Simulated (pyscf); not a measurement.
O=Ti(OH)–OH, singlet

Gas-phase minimum from PySCF at ωB97X-D3(BJ)/def2-SVP, one conformer. 

SMILES: [O]=[Ti]([OH])[OH]
```xyz
6

O      0.2803     0.4698     1.0103
Ti    -0.8782     0.0207     0.0199
O     -1.1978    -1.7561    -0.1812
O     -1.8217     1.3147    -0.8387
H     -0.7917    -2.5368     0.2069
H     -1.7579     2.2741    -0.8084
```
Charge 0, spin multiplicity 1.

Bonded distances (Å): O1–Ti2 1.589, Ti2–O3 1.816, Ti2–O4 1.817, O3–H5 0.962, O4–H6 0.962. Angles (°): O1–Ti2–O3 118.3, O1–Ti2–O4 118.2, O3–Ti2–O4 123.6, Ti2–O3–H5 132.5, Ti2–O4–H6 131.4.

Properties at ωB97X-D3(BJ)/def2-SVP:

```
Quantity                                                                                                                                                                           Value
---------------------------------------------------------------------------------------------------------------------  -----------------------------------------------------------------
Harmonic wavenumbers, unscaled                                                                                         28, 201, 237, 487, 498, 519, 545, 722, 831, 1149, 3944, 3949 cm⁻¹
Zero-point energy                                                                                                                                                          18.7 kcal/mol
Rotational symmetry number                                                                                                                                                             2
Entropy of this conformer at 298 K and 1 atm, rigid rotor and harmonic oscillator, modes under 100 cm⁻¹ raised to 100                                                    309.6 J/(mol K)
Dipole moment                                                                                                                                                                     0.48 D
```

Single-point totals, which compare only within one level (frozen core for MP2 and CC):

| level | total energy (hartree) |
|---|---|
| ωB97X-D3(BJ)/def2-TZVP | -1076.59254 |
| PBE/def2-TZVP | -1076.16108 |
| r²SCAN/def2-TZVP | -1076.46845 |
| B3LYP-D3(BJ)/def2-TZVP | -1076.61955 |
| PBE0-D3(BJ)/def2-TZVP | -1076.15083 |
| M06-2X/def2-TZVP | -1076.44729 |
| ωB97M-D3(BJ)/def2-TZVP | -1076.66594 |
| HF/def2-TZVPP | -1074.38370 |
| MP2/def2-TZVPP | -1075.56266 |
| CCSD/def2-TZVPP | -1075.53330 |
| CCSD(T)/def2-TZVPP | -1075.59729 |

The lowest mode is so soft that the shape along it may change with the basis. Soft torsions are taken as harmonic, which can shift the entropy by several J/(mol K). The CCSD(T) − MP2 part came from Ansatz, without density fitting, on the same reference. The frozen core leaves the outer d or s,p core shells of the metals and heavy elements correlated in the MP2 and CC values, and def2-TZVPP describes them poorly, so these totals are far from the basis limit.
